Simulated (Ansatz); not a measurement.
Complex (SMILES): [H][H] (H2) with [SiH3][SiH3] (Si2H6), atoms 1 to 2 the first; geometry from B3LYP-D3(BJ)/def2-TZVP, monomers rigid:
```xyz
10

H      0.3397     0.0222     0.2902
H      0.6122     0.2666    -0.3576
Si     0.3200    -3.2284    -1.0917
Si     1.0226    -2.2141    -3.0850
H      0.1535    -4.6882    -1.2985
H      1.3218    -3.0132    -0.0199
H     -0.9775    -2.6616    -0.6511
H      1.2073    -0.7551    -2.8941
H      2.3113    -2.7989    -3.5296
H      0.0137    -2.4266    -4.1514
```

Basis-set convergence of the uncorrected interaction energy at PBE0 with Ansatz (a quantum-chemistry and plane-wave program). Cartesian d functions, on some or all atoms, in 6-31G*, 6-31+G*, 6-31G**, 6-311G**, 6-311+G**; all else is spherical. The program fits the integrals of some runs and decomposes those of others, by size. No added dispersion term, no relativity. Functions are those of the species that has most. Reference: the counterpoise-corrected one, the value in aug-pcseg-3, -0.15 kcal/mol. Deviations are taken from unrounded values.

```csv
basis,functions,uncorrected interaction energy (kcal/mol),minus reference (kcal/mol)
STO-3G,26,0.00,0.15
3-21G,42,-0.53,-0.38
6-31G,42,-0.17,-0.02
6-31G*,54,-0.20,-0.04
6-31+G*,62,-0.17,-0.02
6-31G**,78,-0.22,-0.07
6-311G**,102,-0.12,0.04
6-311+G**,110,-0.11,0.04
"6-311++G(2d,2p)",150,-0.15,0.01
"6-311++G(3df,3pd)",238,-0.17,-0.02
```

The smallest set listed that lies within 0.1 kcal/mol of the reference with all its larger relatives (same family, alike in diffuse functions; a set with none counts only in the reference's own line) is 6-31G (42 functions, -0.02 kcal/mol off).
